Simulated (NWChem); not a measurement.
System: C₃H₃, doublet; SMILES [CH]=C=C

Input file for NWChem:

```
start job
memory heap 200 mb stack 900 mb global 1100 mb
geometry units angstroms noautosym nocenter noautoz
  C      0.000000     0.000000     1.259395
  C      0.000000     0.000000    -0.113401
  C      0.000000     0.000000    -1.357721
  H      0.000000     0.945526     1.824862
  H      0.000000    -0.945526     1.824862
  H      0.000000     0.000000    -2.438368
end
basis spherical
  * library iglo-ii
end
dft
  odft
  mult 2
  xc bhlyp
  iterations 150
end
property
  hyperfine
end
task dft property
```

Parts of the log:

```
             Northwest Computational Chemistry Package (NWChem) 7.3.0
             --------------------------------------------------------

                             Geometry "geometry" -> ""
                             -------------------------

 Output coordinates in angstroms (scale by  1.889725989 to convert to a.u.)

  No.       Tag          Charge          X              Y              Z
 ---- ---------------- ---------- -------------- -------------- --------------
    1 C                    6.0000     0.00000000     0.00000000     1.25939500
    2 C                    6.0000     0.00000000     0.00000000    -0.11340100
    3 C                    6.0000     0.00000000     0.00000000    -1.35772100
    4 H                    1.0000     0.00000000     0.94552600     1.82486200
    5 H                    1.0000     0.00000000    -0.94552600     1.82486200
    6 H                    1.0000     0.00000000     0.00000000    -2.43836800

 Effective nuclear repulsion energy (a.u.)      52.7717158213

                              NWChem Property Module
                              ----------------------

  itol2e modified to match energy
  convergence criterion.

                                 NWChem DFT Module
                                 -----------------

 Summary of "ao basis" -> "ao basis" (spherical)
 ------------------------------------------------------------------------------
       Tag                 Description            Shells   Functions and Types
 ---------------- ------------------------------  ------  ---------------------
 C                          iglo-ii                 10       22   5s4p1d
 H                          iglo-ii                  4        6   3s1p

  itol2e modified to match energy
  convergence criterion.

            General Information
            -------------------
          SCF calculation type: DFT
          Wavefunction type:  spin polarized.
          No. of atoms     :     6
          No. of electrons :    21
           Alpha electrons :    11
            Beta electrons :    10
          Charge           :     0
          Spin multiplicity:     2
          Use of symmetry is: off; symmetry adaption is: off
          Maximum number of iterations: 150
          AO basis - number of functions:    84
                     number of shells:    42
          Convergence on energy requested:  1.00D-07
          Convergence on density requested:  1.00D-05
          Convergence on gradient requested:  5.00D-04

              XC Information
              --------------
                        BHLYP Method XC Functional
                     Hartree-Fock (Exact) Exchange  0.500
                        Slater Exchange Functional  0.500 local
                    Becke 1988 Exchange Functional  0.500 non-local
              Lee-Yang-Parr Correlation Functional  1.000

             Grid Information
             ----------------
          Grid used for XC integration:  fine
          Radial quadrature: Mura-Knowles
          Angular quadrature: Lebedev.
          Tag              B.-S. Rad. Rad. Pts. Rad. Cut. Ang. Pts.
          ---              ---------- --------- --------- ---------
          C                   0.70       70          11.0       590
          H                   0.35       60          12.0       590
          Grid pruning is: on
          Number of quadrature shells:   390
          Spatial weights used:  Erf1

      Superposition of Atomic Density Guess
      -------------------------------------

 Sum of atomic energies:        -114.50499254

      Non-variational initial energy
      ------------------------------

 Total energy =    -115.931083
 1-e energy   =    -256.434662
 2-e energy   =      87.731863
 HOMO         =      -0.170675
 LUMO         =       0.044192

   convergence    iter        energy       DeltaE   RMS-Dens  Diis-err
 ---------------- ----- ----------------- --------- --------- ---------
 d= 0,ls=0.0,diis     1   -115.9171756140 -1.69D+02  2.23D-03  8.75D-02
                                                     2.40D-03  8.64D-02
 d= 0,ls=0.0,diis     2   -115.9516917581 -3.45D-02  6.63D-04  4.40D-03
                                                     8.58D-04  7.73D-03
 d= 0,ls=0.0,diis     3   -115.9542714583 -2.58D-03  3.90D-04  4.79D-03
                                                     2.61D-04  2.67D-03
 d= 0,ls=0.0,diis     4   -115.9562990729 -2.03D-03  1.76D-04  1.71D-04
                                                     1.48D-04  1.41D-04
 d= 0,ls=0.0,diis     5   -115.9565892405 -2.90D-04  7.19D-05  4.78D-05
                                                     1.20D-04  1.42D-04
  Resetting Diis
 d= 0,ls=0.0,diis     6   -115.9567061166 -1.17D-04  9.87D-05  5.30D-05
                                                     7.62D-05  1.31D-05
 d= 0,ls=0.0,diis     7   -115.9567707571 -6.46D-05  2.62D-05  4.21D-06
                                                     3.75D-05  8.03D-06
 d= 0,ls=0.0,diis     8   -115.9567841214 -1.34D-05  2.11D-05  7.16D-06
                                                     1.05D-05  2.13D-06
 d= 0,ls=0.0,diis     9   -115.9567899446 -5.82D-06  3.39D-05  1.09D-06
                                                     4.22D-05  3.48D-06
 d= 0,ls=0.0,diis    10   -115.9568000184 -1.01D-05  4.36D-05  1.79D-06
                                                     3.91D-05  4.63D-07
 d= 0,ls=0.0,diis    11   -115.9568044561 -4.44D-06  3.01D-06  2.59D-08
                                                     2.95D-06  4.05D-08
 d= 0,ls=0.0,diis    12   -115.9568044991 -4.30D-08  1.12D-06  7.12D-09
                                                     1.08D-06  4.55D-09

         Total DFT energy =     -115.956804499106
      One electron energy =     -258.918814544250
           Coulomb energy =      107.373172990046
    Exchange-Corr. energy =      -17.182878766154
 Nuclear repulsion energy =       52.771715821251

 Numeric. integr. density =       20.999999934851

                    DFT Final Alpha Molecular Orbital Analysis
                    ------------------------------------------

 Vector    9  Occ=1.000000D+00  E=-4.060744D-01
              MO Center= -2.2D-10,  3.5D-11, -2.4D-02, r^2= 2.0D+00
   Bfn.  Coefficient  Atom+Function         Bfn.  Coefficient  Atom+Function
  ----- ------------  ---------------      ----- ------------  ---------------
    12      0.260414  1 C  px                34      0.254084  2 C  px
    56      0.236373  3 C  px                31      0.161583  2 C  px
     9      0.156785  1 C  px                53      0.152294  3 C  px
    15      0.143106  1 C  px                59      0.121468  3 C  px
    37      0.103355  2 C  px                28      0.056222  2 C  px

 Vector   10  Occ=1.000000D+00  E=-3.327876D-01
              MO Center= -4.6D-11,  4.2D-11, -6.5D-01, r^2= 1.9D+00
   Bfn.  Coefficient  Atom+Function         Bfn.  Coefficient  Atom+Function
  ----- ------------  ---------------      ----- ------------  ---------------
    57      0.325665  3 C  py                35      0.268590  2 C  py
    54      0.203954  3 C  py                60      0.197382  3 C  py
    32      0.166918  2 C  py                38      0.164376  2 C  py
    68     -0.096638  4 H  s                 74      0.096638  5 H  s
    13     -0.072433  1 C  py                51      0.070102  3 C  py

[...]

          ----------------------
          Hyperfine Interactions
          ----------------------

 Total Spin Density (Fermi Contact Term)
 ------------------ --------------------
     Atom            x         y         z       Density (a.u.)      Aiso(MHz)     Aiso(Gauss)
     1  13-C      0.00000   0.00000   2.37991       0.087207         98.037447      34.982140
     2  13-C      0.00000   0.00000  -0.21430      -0.088040        -98.974255     -35.316416
     3  13-C      0.00000   0.00000  -2.56572       0.071533         80.416305      28.694489
     4   1-H      0.00000   1.78679   3.44849      -0.015251        -68.168941     -24.324332
     5   1-H      0.00000  -1.78679   3.44849      -0.015251        -68.168941     -24.324332
     6   1-H      0.00000   0.00000  -4.60785      -0.013149        -58.772721     -20.971533

           -------------------------------------------
           Anisotropic Interaction (Spin-Dipolar Term)
           -------------------------------------------

 ------------------------------------------------------------
     Atom            x         y         z
 ------------------------------------------------------------
     1  13-C      0.00000   0.00000   2.37991

   Spin-Dipolar term (a.u.)
        xx             yy             zz             xy             xz             yz
 ------------------------------------------------------------------------------------------
       0.901118      -0.442663      -0.458456      -0.000000       0.000000      -0.000000

   Principal Comp. of -hf- tensor (au)            Anisotropic -hfcc- (MHz)               Anisotropic -hfcc- (Gauss)
 --------------------------------------------------------------------------------------------------------------------------
      0.901118    -0.442663    -0.458456     120.921466   -59.401102   -61.520364      43.147713   -21.195754   -21.951959

   Orientation of the principal axis of Hyperfine Tensor w.r.t absolute (molecular) frame
 --------------------------------------------------------------------------------------------------------------------------
      1.000000     0.000000    -0.000000
     -0.000000     1.000000     0.000000
      0.000000    -0.000000     1.000000

 ------------------------------------------------------------
     Atom            x         y         z
 ------------------------------------------------------------
     2  13-C      0.00000   0.00000  -0.21430

   Spin-Dipolar term (a.u.)
        xx             yy             zz             xy             xz             yz
 ------------------------------------------------------------------------------------------
      -0.242737      -0.005668       0.248405       0.000000      -0.000000       0.000000

   Principal Comp. of -hf- tensor (au)            Anisotropic -hfcc- (MHz)               Anisotropic -hfcc- (Gauss)
 --------------------------------------------------------------------------------------------------------------------------
     -0.242737    -0.005668     0.248405     -32.573036    -0.760554    33.333590     -11.622850    -0.271384    11.894234

   Orientation of the principal axis of Hyperfine Tensor w.r.t absolute (molecular) frame
 --------------------------------------------------------------------------------------------------------------------------
      1.000000     0.000000    -0.000000
     -0.000000     1.000000     0.000000
      0.000000    -0.000000     1.000000

 ------------------------------------------------------------
     Atom            x         y         z
 ------------------------------------------------------------
     3  13-C      0.00000   0.00000  -2.56572

   Spin-Dipolar term (a.u.)
        xx             yy             zz             xy             xz             yz
 ------------------------------------------------------------------------------------------
       0.601405      -0.220213      -0.381193       0.000000      -0.000000       0.000000

   Principal Comp. of -hf- tensor (au)            Anisotropic -hfcc- (MHz)               Anisotropic -hfcc- (Gauss)
 --------------------------------------------------------------------------------------------------------------------------
      0.601405    -0.220213    -0.381193      80.702854   -29.550446   -51.152408      28.796737   -10.544316   -18.252420

   Orientation of the principal axis of Hyperfine Tensor w.r.t absolute (molecular) frame
 --------------------------------------------------------------------------------------------------------------------------
      1.000000    -0.000000     0.000000
      0.000000     1.000000    -0.000000
     -0.000000     0.000000     1.000000

 ------------------------------------------------------------
     Atom            x         y         z
 ------------------------------------------------------------
     4   1-H      0.00000   1.78679   3.44849

   Spin-Dipolar term (a.u.)
        xx             yy             zz             xy             xz             yz
 ------------------------------------------------------------------------------------------
      -0.003318       0.029215      -0.025897       0.000000       0.000000       0.047789

   Principal Comp. of -hf- tensor (au)            Anisotropic -hfcc- (MHz)               Anisotropic -hfcc- (Gauss)
 --------------------------------------------------------------------------------------------------------------------------
     -0.003318     0.056824    -0.053505      -1.770545    30.318334   -28.547789      -0.631774    10.818317   -10.186544

   Orientation of the principal axis of Hyperfine Tensor w.r.t absolute (molecular) frame
 --------------------------------------------------------------------------------------------------------------------------
      1.000000     0.000000     0.000000
     -0.000000     0.865889    -0.500235
     -0.000000     0.500235     0.865889

 ------------------------------------------------------------
     Atom            x         y         z
 ------------------------------------------------------------
     5   1-H      0.00000  -1.78679   3.44849

   Spin-Dipolar term (a.u.)
        xx             yy             zz             xy             xz             yz
 ------------------------------------------------------------------------------------------
      -0.003318       0.029215      -0.025897       0.000000      -0.000000      -0.047789

   Principal Comp. of -hf- tensor (au)            Anisotropic -hfcc- (MHz)               Anisotropic -hfcc- (Gauss)
 --------------------------------------------------------------------------------------------------------------------------
     -0.003318     0.056824    -0.053505      -1.770545    30.318334   -28.547789      -0.631774    10.818317   -10.186544

   Orientation of the principal axis of Hyperfine Tensor w.r.t absolute (molecular) frame
 --------------------------------------------------------------------------------------------------------------------------
      1.000000     0.000000    -0.000000
     -0.000000     0.865889     0.500235
      0.000000    -0.500235     0.865889

 ------------------------------------------------------------
     Atom            x         y         z
 ------------------------------------------------------------
     6   1-H      0.00000   0.00000  -4.60785

   Spin-Dipolar term (a.u.)
        xx             yy             zz             xy             xz             yz
 ------------------------------------------------------------------------------------------
      -0.006989      -0.038685       0.045674      -0.000000       0.000000       0.000000

   Principal Comp. of -hf- tensor (au)            Anisotropic -hfcc- (MHz)               Anisotropic -hfcc- (Gauss)
 --------------------------------------------------------------------------------------------------------------------------
     -0.006989    -0.038685     0.045674      -3.728860   -20.640378    24.369238      -1.330548    -7.364988     8.695535

   Orientation of the principal axis of Hyperfine Tensor w.r.t absolute (molecular) frame
 --------------------------------------------------------------------------------------------------------------------------
      1.000000     0.000000     0.000000
     -0.000000     1.000000     0.000000
     -0.000000    -0.000000     1.000000
```

Level: BHandHLYP/IGLO-II, spin-unrestricted, contact and dipolar terms. In the optimisation the excess spin sits in b1 (C2v, its own frame). Structure relaxed at the PBE-D3(BJ)/def2-SVP, spin-unrestricted level. No stability test was run on the SCF state.
